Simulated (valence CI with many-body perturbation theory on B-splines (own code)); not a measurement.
Values are calculated unless marked as measured or tabulated.
Hyperfine factors and g values of Nd54+

Method: relativistic CI+MBPT: four valence electrons over a frozen Dirac-Fock core [He], a basis of 11 s, 11 p, 10 d, 8 f, 5 g, 2 h functions for each j, with the one-electron correlation potential Σ1 (screened to all orders), the two-electron term Σ2, the three-electron term Σ3, Breit, model QED; selected single and double excitations, second order for the rest, scaled by the run's own slope (own B-spline code, finite nucleus).

The last digits are not significant, and no measured levels were compared; by estimate large intervals hold to a few tenths of a per cent, small ones and those within an open d or f shell to about a per cent. Among the levels kept, up to 910 cm⁻¹ of a level comes from second order outside the variational space, and about a tenth of that is noise between levels of different J, which matters for small intervals.

A/g_I is the dipole constant over the nuclear g factor μ/I (μ in nuclear magnetons, uniformly magnetised nucleus), B/Q the quadrupole constant per barn. Both hold the static response of the core; the bare values leave it out. Large factors of s and p1/2 electrons are usually good to 5 to 10 %; those of open d and f shells near neutrality can be off by tens of per cent, and small factors of p3/2, d and f electrons come from cancelling terms and can be off by a factor of two or in sign, in half-filled shells by more. B is blank for J = 1/2, where it vanishes, and for nearly pure S terms. Energies count from the lowest level. Levels with J = 0 are left out.

Levels are named by their leading jj configuration (3d3/2^4 stands for four electrons in 3d with j = 3/2), which in mixed levels can hold well under half, so a name can repeat and another be missing. Letters in brackets count levels of one name in rising energy.

| Level | E (Ry) | g | A/g_I (MHz) | A/g_I bare | B/Q (MHz/b) | B/Q bare |
| --- | --- | --- | --- | --- | --- | --- |
| (2s^2 2p1/2 2p3/2) J=1 | 39.57 | 1.480 | -230000 | -213000 | 412000 | 413000 |
| (2s^2 2p1/2 2p3/2) J=2 | 40.81 | 1.155 | 1080000 | 1080000 | 744000 | 746000 |
| (2s 2p1/2^2 2p3/2) J=2 | 55.56 | 1.538 | 2640000 | 2630000 | 757000 | 759000 |
| (2s 2p1/2^2 2p3/2) J=1 | 60.58 | 1.098 | -1800000 | -1750000 | 503000 | 504000 |
| (2s^2 2p3/2^2) J=2 | 81.49 | 1.297 | 434000 | 444000 | 77000 | 77100 |
| (2s 2p1/2 2p3/2^2) J=2 [a] | 93.61 | 1.550 | 1930000 | 1920000 | 220000 | 221000 |
| (2s 2p1/2 2p3/2^2) J=3 | 96.45 | 1.308 | 2370000 | 2350000 | -1570 | -1600 |
| (2s 2p1/2 2p3/2^2) J=1 [a] | 100.94 | 1.299 | -1720000 | -1670000 | -370000 | -371000 |
| (2s 2p1/2 2p3/2^2) J=2 [b] | 101.69 | 1.062 | -100000 | -77100 | -151000 | -151000 |
| (2s 2p1/2 2p3/2^2) J=1 [b] | 101.93 | 1.328 | 5420000 | 5360000 | 191000 | 191000 |
| (2p1/2^2 2p3/2^2) J=2 | 118.73 | 1.323 | 398000 | 419000 | 71400 | 71500 |
| (2s 2p3/2^3) J=2 | 139.13 | 1.422 | 2700000 | 2680000 | -835000 | -836000 |
| (2s 2p3/2^3) J=1 | 143.94 | 1.183 | -1840000 | -1790000 | -321000 | -322000 |
| (2p1/2 2p3/2^3) J=1 | 159.11 | 1.480 | -261000 | -229000 | -408000 | -409000 |
| (2p1/2 2p3/2^3) J=2 | 160.38 | 1.129 | 1080000 | 1080000 | -891000 | -892000 |
| (2s^2 2p1/2 3s) J=1 | 470.83 | 1.316 | 2910000 | 2890000 | -12500 | -12500 |
| (2s^2 2p1/2 3p1/2) J=1 | 475.40 | 0.647 | 2000000 | 1990000 | -3040 | -3040 |
| (2s 2p1/2^2 3s) J=1 | 484.72 | 1.988 | 5380000 | 5320000 | 21700 | 21800 |
| (2s^2 2p1/2 3p3/2) J=2 | 488.43 | 1.154 | 863000 | 862000 | 230000 | 231000 |
| (2s^2 2p1/2 3p3/2) J=1 | 488.75 | 1.560 | 35900 | 37500 | 98400 | 98500 |
| (2s 2p1/2^2 3p1/2) J=1 | 490.15 | 1.368 | 4910000 | 4860000 | -3220 | -3220 |
| (2s^2 2p1/2 3d3/2) J=2 | 492.23 | 0.750 | 829000 | 824000 | 51600 | 52100 |
| (2s^2 2p1/2 3d3/2) J=1 | 493.96 | 0.850 | -476000 | -474000 | 15400 | 15600 |
| (2s^2 2p1/2 3d5/2) J=2 | 496.35 | 1.282 | -447000 | -445000 | 43400 | 43800 |
| (2s^2 2p1/2 3d5/2) J=3 | 496.59 | 1.101 | 537000 | 534000 | 37200 | 37800 |
| (2s 2p1/2^2 3p3/2) J=2 | 502.95 | 1.522 | 2390000 | 2370000 | 226000 | 226000 |
| (2s 2p1/2^2 3p3/2) J=1 | 503.29 | 1.119 | -2170000 | -2140000 | 120000 | 120000 |
| (2s 2p1/2^2 3d3/2) J=1 | 506.70 | 0.451 | -2250000 | -2220000 | 18800 | 19000 |
| (2s 2p1/2^2 3d3/2) J=2 | 507.08 | 1.143 | 2280000 | 2250000 | 38200 | 38600 |
| (2s 2p1/2^2 3d5/2) J=3 | 510.66 | 1.347 | 1580000 | 1570000 | 31400 | 31900 |
| (2s 2p1/2^2 3d5/2) J=2 | 511.80 | 1.014 | -1410000 | -1390000 | 26300 | 26700 |

Take the isotope of mass number 145, with I = 7/2, μ = -0.656 μN and Q = -0.314 b. What is the hyperfine structure of (2s^2 2p1/2 2p3/2) J=2?

From the table A = -202000 MHz, B = -234000 MHz. Shifts from the centre of gravity in MHz: F = 3/2: 1690000, F = 5/2: 1290000, F = 7/2: 673000, F = 9/2: -224000, F = 11/2: -1470000.
